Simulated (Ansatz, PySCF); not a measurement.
H2MoS4, multiplicity 1. Atoms are numbered in the order given.

```xyz
7

Mo     0.0000     0.0000     0.0677
S     -0.2932    -1.7307     1.2395
S      0.2932     1.7307     1.2395
S     -1.9242     0.1830    -1.2280
H     -1.6946     1.4666    -1.6058
S      1.9242    -0.1830    -1.2280
H      1.6946    -1.4666    -1.6058
```
Charge 0, spin multiplicity 1.

The structure is a stationary point at B3LYP-D3(BJ)/def2-SVP. The spin state was assumed, not searched. The structure was generated by enumeration; whether it is a known compound was not checked. The def2 effective core potentials stand for the cores of Mo; spin–orbit coupling is left out. The values are those of a single conformer.

Vertical ionisation energy (IE) and electron affinity (EA) in eV. Rows of orbital energies are one-electron estimates. Where ΔSCF, EOM or ADC give a negative EA the extra electron is unbound and the value depends on the basis.

```json
[
 {"level": "−ε(HOMO), −ε(LUMO), M06-2X/def2-TZVP (PySCF)", "IE": "8.54", "EA": "2.80"},
 {"level": "−ε(HOMO), −ε(LUMO), PBE/def2-TZVP (PySCF)", "IE": "6.46", "EA": "4.25"},
 {"level": "ΔSCF, CAM-B3LYP/def2-SVPD (Ansatz), final states of multiplicity 2 and 2", "IE": "9.38", "EA": "2.47"},
 {"level": "ΔSCF, PBE/def2-SVPD (Ansatz), final states of multiplicity 2 and 2", "IE": "(withheld)", "EA": "(withheld)"}
]
```

**Question.** Complete the blanks. (The exact figures need the calculation; the answer reports its results.)

**Answer.** 
- ΔSCF, PBE/def2-SVPD (Ansatz, an electronic-structure program), final states of multiplicity 2 and 2, IE: 8.97
- ΔSCF, PBE/def2-SVPD (Ansatz), final states of multiplicity 2 and 2, EA: 1.93

**Question.** What vertical singlet–triplet gap does ΔSCF give with CAM-B3LYP/def2-SVPD (Ansatz) and with PBE/def2-SVPD (Ansatz)? (The exact figures need the calculation; the answer reports its results.)

**Answer.** 1.87 and 2.15 eV (triplet above singlet where positive).
